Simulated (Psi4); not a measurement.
ClCrO$_{2}$ (SMILES [O]=[Cr+](=[O])[Cl]), charge +1, singlet, geometry from GFN2-xTB (such geometries of metal compounds can be far from the true shape) (the multiplicity is a formal guess); Psi4 with B3LYP/6-31G, TDA.

The Psi4 input:
```
memory 2 GB

molecule {
1 1
  Cr    0.31047473   -0.01152195    0.39068317
  O     1.50411853   -0.66954312   -0.34024619
  O    -0.51397488   -0.99494616    1.25392981
  Cl   -0.90426722    0.79955535   -0.98152148
symmetry c1
}

set basis 6-31g
set puream true
set save_jk true
set tdscf_states [5]
set tdscf_tda true
set d_convergence 1e-8

energy('td-b3lyp')
print_variables()
```

The log (banner, timings and long lists left out):

```
   => Loading Basis Set <=

    Name: 6-31G
    Role: ORBITAL
    Keyword: BASIS

         ---------------------------------------------------------
                                   SCF
               by Justin Turney, Rob Parrish, Andy Simmonett
                          and Daniel G. A. Smith
                              RKS Reference
         ---------------------------------------------------------

  ==> Geometry <==

    Molecular point group: c1
    Full point group: C1

    Geometry (in Angstrom), charge = 1, multiplicity = 1:

       Center              X                  Y                   Z               Mass
    ------------   -----------------  -----------------  -----------------  -----------------
         CR           0.307595899668    -0.017726478577     0.385772345231    51.940506230000
         O            1.501239699668    -0.675747648577    -0.345157014769    15.994914619570
         O           -0.516853710332    -1.001150688577     1.249018985231    15.994914619570
         CL          -0.907146050332     0.793350821423    -0.986432304769    34.968852682000

  Running in c1 symmetry.

  Rotational constants: A =      0.27613  B =      0.12557  C =      0.09330 [cm^-1]
  Rotational constants: A =   8278.13757  B =   3764.60491  C =   2797.08436 [MHz]
  Nuclear repulsion =  301.934337810687282

  Charge       = 1
  Multiplicity = 1
  Electrons    = 56
  Nalpha       = 28
  Nbeta        = 28

  ==> Algorithm <==

  SCF Algorithm Type is DF.
  DIIS enabled.
  MOM disabled.
  Fractional occupation disabled.
  Guess Type is SAD.
  Energy threshold   = 1.00e-06
  Density threshold  = 1.00e-08
  Integral threshold = 1.00e-12

  ==> Primary Basis <==

  Basis Set: 6-31G
    Blend: 6-31G
    Number of shells: 28
    Number of basis functions: 58
    Number of Cartesian functions: 60
    Spherical Harmonics?: true
    Max angular momentum: 2

  ==> DFT Potential <==

   => LibXC <=

    Version 7.1.2
    S. Lehtola, C. Steigemann, M. J. T. Oliveira, and M. A. L. Marques,  SoftwareX 7, 1–5 (2018) (10.1016/j.softx.2017.11.002)

   => Composite Functional: B3LYP <=

    B3LYP Hyb-GGA Exchange-Correlation Functional

    P. J. Stephens, F. J. Devlin, C. F. Chabalowski, and M. J. Frisch,  J. Phys. Chem. 98, 11623 (1994) (10.1021/j100096a001)

    Deriv               =              1
    GGA                 =           TRUE
    Meta                =          FALSE

    Exchange Hybrid     =           TRUE
    MP2 Hybrid          =          FALSE

   => Exchange Functionals <=

    0.0800   Slater exchange
    0.7200         Becke 88

   => Exact (HF) Exchange <=

    0.2000               HF

   => Correlation Functionals <=

    0.1900   Vosko, Wilk & Nusair (VWN5_RPA)
    0.8100   Lee, Yang & Parr

   => LibXC Density Thresholds  <==

    XC_HYB_GGA_XC_B3LYP:  1.00E-15

   => Molecular Quadrature <=

    Radial Scheme          =       TREUTLER
    Pruning Scheme         =           NONE
    Nuclear Scheme         =       TREUTLER

    Blocking Scheme        =         OCTREE
    BS radius alpha        =              1
    Pruning alpha          =              1
    Radial Points          =             75
    Spherical Points       =            302
    Total Points           =          87411
    Total Blocks           =            742
    Max Points             =            256
    Max Functions          =             56
    Weights Tolerance      =       1.00E-15

   => Loading Basis Set <=

    Name: (6-31G AUX)
    Role: JKFIT
    Keyword: DF_BASIS_SCF

  ==> Integral Setup <==

  SCF_SUBTYPE=INCORE selected. In-core MEM_DF algorithm will be used.
  Using in-core AOs.

  ==> MemDFJK: Density-Fitted J/K Matrices <==

    J tasked:                   Yes
    K tasked:                   Yes
    wK tasked:                   No
    Algorithm:                 Core
    Schwarz Cutoff:           1E-12
    Mask sparsity (%):       1.6647
    Fitting Condition:        1E-10

   => Auxiliary Basis Set <=

  Basis Set: (6-31G AUX)
    Blend: CC-PVDZ-JKFIT + DEF2-UNIVERSAL-JKFIT
    Number of shells: 142
    Number of basis functions: 516
    Number of Cartesian functions: 669
    Spherical Harmonics?: true
    Max angular momentum: 6

  Minimum eigenvalue in the overlap matrix is 1.6824320118E-02.
  Reciprocal condition number of the overlap matrix is 4.6759777518E-03.
    Using symmetric orthogonalization.

  ==> Pre-Iterations <==

  SCF Guess: Superposition of Atomic Densities via on-the-fly atomic UHF (no occupation information).

   -------------------------
    Irrep   Nso     Nmo
   -------------------------
     A         58      58
   -------------------------
    Total      58      58
   -------------------------

  ==> Iterations <==

                           Total Energy        Delta E     RMS |[F,P]|

   @DF-RKS iter SAD: -1654.23019863294530   -1.65423e+03   0.00000e+00
   @DF-RKS iter   1: -1651.09540000838274    3.13480e+00   5.21610e-02 ADIIS/DIIS
   @DF-RKS iter   2: -1627.58484989763429    2.35106e+01   9.45381e-02 ADIIS/DIIS
   @DF-RKS iter   3: -1651.07264248764886   -2.34878e+01   3.85148e-02 ADIIS/DIIS
   @DF-RKS iter   4: -1639.00514186743067    1.20675e+01   9.42858e-02 ADIIS/DIIS
   @DF-RKS iter   5: -1653.46033556400494   -1.44552e+01   3.29064e-02 ADIIS/DIIS
   @DF-RKS iter   6: -1652.83217020587153    6.28165e-01   4.25163e-02 ADIIS/DIIS
   @DF-RKS iter   7: -1653.47263005668492   -6.40460e-01   3.39387e-02 ADIIS/DIIS
   @DF-RKS iter   8: -1654.61533491276305   -1.14270e+00   1.77190e-03 ADIIS/DIIS
   @DF-RKS iter   9: -1654.61604788044110   -7.12968e-04   1.66419e-03 ADIIS/DIIS
   @DF-RKS iter  10: -1654.61919559627017   -3.14772e-03   1.36375e-04 ADIIS/DIIS
   @DF-RKS iter  11: -1654.61915941914367    3.61771e-05   2.32794e-04 ADIIS/DIIS
   @DF-RKS iter  12: -1654.61922161335724   -6.21942e-05   8.86561e-05 DIIS
   @DF-RKS iter  13: -1654.61923059374612   -8.98039e-06   2.98940e-05 DIIS
[...]
  @DF-RKS Final Energy: -1654.61923162538733
    Total Energy =                      -1654.6192316253871013
[...]

 L = 1.  Multiply by 2.5417464519 to convert [e a0] to [Debye]
 Dipole X            :          0.7177655           -0.3100915            0.4076740
 Dipole Y            :          1.5873547           -0.6683172            0.9190375
 Dipole Z            :          1.2326417           -0.5289667            0.7036750
 Magnitude           :                                                    1.2271864

 ------------------------------------------------------------------------------------

******************************************************************************************
**********                               WARNING                                **********
**********       The names of excited state variables changed between 1.5       **********
**********     and 1.6. For a quick solution, remove the symmetry specifier     **********
**********   from the variable name. For full details, see 'Notes on Psivars'   **********
**********                        in the documentation.                         **********
******************************************************************************************

         ---------------------------------------------------------
                         TDSCF excitation energies
                 by Andrew M. James and Daniel G. A. Smith
         ---------------------------------------------------------

  ==> Options <==

     Residual threshold  : 1.0000e-06
     Initial guess       : denominators
     Reference           : RHF
     Solver type         : TDA (Davidson)

  ==> Requested Excitations <==

      5 singlet states with A symmetry

  ==> Seeking the lowest 5 singlet states with A symmetry

                         Generalized Davidson Solver
                               By Ruhee Dcunha

  ==> Options <==

    Max number of iterations        = 60
    Eigenvector tolerance           = 1.0000e-06
    Max number of expansion vectors = 1500

  => Iterations <=
                           Max[D[value]]     Max[|R|]   # vectors
  DavidsonSolver iter   1:   1.12069e-01  2.74441e-02     20
  DavidsonSolver iter   2:   1.63632e-03  8.20954e-03     25
  DavidsonSolver iter   3:   1.10792e-04  2.46565e-03     30
  DavidsonSolver iter   4:   6.75074e-06  3.78478e-04     35
  DavidsonSolver iter   5:   2.13338e-07  1.11257e-04     40
  DavidsonSolver iter   6:   1.43800e-08  2.59516e-05     45
  DavidsonSolver iter   7:   8.05208e-10  6.60726e-06     50
  DavidsonSolver iter   8:   4.63447e-11  9.38160e-07     53      Converged

******************************************************************************************
**********                               WARNING                                **********
**********  Length-gauge rotatory strengths are **NOT** gauge-origin invariant  **********
******************************************************************************************

                                    Excitation Energy         Total Energy        Oscillator Strength             Rotatory Strength
     #   Sym: GS->ES (Trans)        au              eV              au          au (length)    au (velocity)    au (length)    au (velocity)
    ---- -------------------- --------------- --------------- --------------- --------------- --------------- --------------- ---------------
     1        A->A (1 A)       0.06882         1.87259        -1654.55042      0.0001          0.0100          0.0000          0.0000
     2        A->A (1 A)       0.08707         2.36932        -1654.53216      0.0004          0.0124          0.0000         -0.0000
     3        A->A (1 A)       0.09538         2.59545        -1654.52385      0.0013          0.0002          0.0000         -0.0000
     4        A->A (1 A)       0.10252         2.78976        -1654.51671      0.0062          0.0123         -0.0000          0.0000
     5        A->A (1 A)       0.11096         3.01943        -1654.50827      0.0003          0.0013         -0.0000         -0.0000

Contributing excitations
Only contributions with abs(coeff) > 1.00e-01 will be printed:

Excited State    1 (1 A):   0.06882 au   662.10 nm f = 0.0001
  Sums of squares: Xssq =  1.000000e+00
     26a  ->  29a    -0.229870 ( 5.284%)
     28a  ->  29a     0.966111 (93.337%)

Excited State    2 (1 A):   0.08707 au   523.29 nm f = 0.0004
  Sums of squares: Xssq =  1.000000e+00
     28a  ->  30a     0.984027 (96.831%)

Excited State    3 (1 A):   0.09538 au   477.70 nm f = 0.0013
  Sums of squares: Xssq =  1.000000e+00
     26a  ->  29a     0.958683 (91.907%)
     26a  ->  30a    -0.141492 ( 2.002%)
     28a  ->  29a     0.207881 ( 4.321%)

Excited State    4 (1 A):   0.10252 au   444.43 nm f = 0.0062
  Sums of squares: Xssq =  1.000000e+00
     25a  ->  30a     0.137660 ( 1.895%)
     27a  ->  29a     0.834638 (69.662%)
     27a  ->  30a     0.503905 (25.392%)
     28a  ->  31a     0.102237 ( 1.045%)

Excited State    5 (1 A):   0.11096 au   410.62 nm f = 0.0003
  Sums of squares: Xssq =  1.000000e+00
     26a  ->  31a    -0.312367 ( 9.757%)
     27a  ->  29a     0.164261 ( 2.698%)
     27a  ->  30a    -0.409145 (16.740%)
     28a  ->  31a     0.822227 (67.606%)

******************************************************************************************
**********                               WARNING                                **********
**********       The names of excited state variables changed between 1.5       **********
**********     and 1.6. For a quick solution, remove the symmetry specifier     **********
**********   from the variable name. For full details, see 'Notes on Psivars'   **********
**********                        in the documentation.                         **********
******************************************************************************************

  Variable Map:
  ----------------------------------------------------------------------------
[...]
  Array Variable Map:
  ----------------------------------------------------------------------------
[...]
[...]
```
